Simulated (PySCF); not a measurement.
Energy of Sn (tin, neutral) between two integer charges

The 5p alpha orbital of [Kr] 4d10 5s2 5p2 is emptied in steps (occupation f), with all orbitals relaxed, ending at [Kr] 4d10 5s2 5p1. All numbers are calculated (PySCF 2.14, scalar relativity through the core potential, in def2-SVP with the def2 core potential (28 electrons)). The exact energy is a straight line in f; departures are measured from the line between the end points of the same method.

```
  f  UHF (eV)  LDA (eV)  PBE (eV)  PBE0 (eV)  r2SCAN (eV)  LC-wPBE (eV)  BHandHLYP (eV)  wB97X (eV)  B3LYP (eV)  HSE06 (eV)
  1     0.000     0.000     0.000      0.000        0.000         0.000           0.000       0.000       0.000       0.000
0.8     0.060    -0.533    -0.516     -0.372       -0.485         0.001          -0.244      -0.042      -0.416      -0.438
0.6     0.088    -0.803    -0.776     -0.556       -0.721         0.004          -0.367      -0.066      -0.625      -0.657
0.4     0.087    -0.806    -0.777     -0.555       -0.713         0.008          -0.367      -0.070      -0.626      -0.657
0.2     0.057    -0.539    -0.518     -0.368       -0.468         0.008          -0.245      -0.050      -0.418      -0.437
  0     0.000     0.000     0.000      0.000        0.000         0.000           0.000       0.000       0.000       0.000
```

```json
{"method": "UHF", "E(f=0) − E(f=1) (eV)": "6.853", "−ε at f=1 (eV)": "7.231", "−ε at f=0.4 (eV)": "6.774"}
{"method": "LDA", "E(f=0) − E(f=1) (eV)": "7.413", "−ε at f=1 (eV)": "4.095", "−ε at f=0.4 (eV)": "8.072"}
{"method": "PBE", "E(f=0) − E(f=1) (eV)": "7.261", "−ε at f=1 (eV)": "4.041", "−ε at f=0.4 (eV)": "7.907"}
{"method": "PBE0", "E(f=0) − E(f=1) (eV)": "7.311", "−ε at f=1 (eV)": "4.985", "−ε at f=0.4 (eV)": "7.783"}
{"method": "r2SCAN", "E(f=0) − E(f=1) (eV)": "7.414", "−ε at f=1 (eV)": "4.367", "−ε at f=0.4 (eV)": "8.056"}
{"method": "LC-wPBE", "E(f=0) − E(f=1) (eV)": "7.390", "−ε at f=1 (eV)": "7.386", "−ε at f=0.4 (eV)": "7.403"}
{"method": "BHandHLYP", "E(f=0) − E(f=1) (eV)": "7.169", "−ε at f=1 (eV)": "5.642", "−ε at f=0.4 (eV)": "7.474"}
{"method": "wB97X", "E(f=0) − E(f=1) (eV)": "7.097", "−ε at f=1 (eV)": "6.844", "−ε at f=0.4 (eV)": "7.133"}
{"method": "B3LYP", "E(f=0) − E(f=1) (eV)": "7.265", "−ε at f=1 (eV)": "4.669", "−ε at f=0.4 (eV)": "7.785"}
{"method": "HSE06", "E(f=0) − E(f=1) (eV)": "7.312", "−ε at f=1 (eV)": "4.578", "−ε at f=0.4 (eV)": "7.861"}
```

Orbital energy along the path (eV):

| f | UHF | LDA | PBE | PBE0 | r2SCAN | LC-wPBE | BHandHLYP | wB97X | B3LYP | HSE06 |
| --- | --- | --- | --- | --- | --- | --- | --- | --- | --- | --- |
| 1 | -7.231 | -4.095 | -4.041 | -4.985 | -4.367 | -7.386 | -5.642 | -6.844 | -4.669 | -4.578 |
| 0.8 | -7.073 | -5.401 | -5.318 | -5.919 | -5.613 | -7.402 | -6.252 | -6.932 | -5.700 | -5.668 |
| 0.6 | -6.921 | -6.728 | -6.608 | -6.854 | -6.849 | -7.409 | -6.863 | -7.025 | -6.739 | -6.762 |
| 0.4 | -6.774 | -8.072 | -7.907 | -7.783 | -8.056 | -7.403 | -7.474 | -7.133 | -7.785 | -7.861 |
| 0.2 | -6.634 | -9.429 | -9.205 | -8.701 | -9.204 | -7.376 | -8.085 | -7.265 | -8.831 | -8.958 |
| 0 | -6.500 | -10.783 | -10.491 | -9.598 | -10.291 | -7.313 | -8.700 | -7.430 | -9.873 | -10.026 |

Reference removal energy between the ground levels: 7.344 eV (measured; NIST Atomic Spectra Database, ionization energies). The calculation has no spin-orbit coupling. UHF lacks correlation.
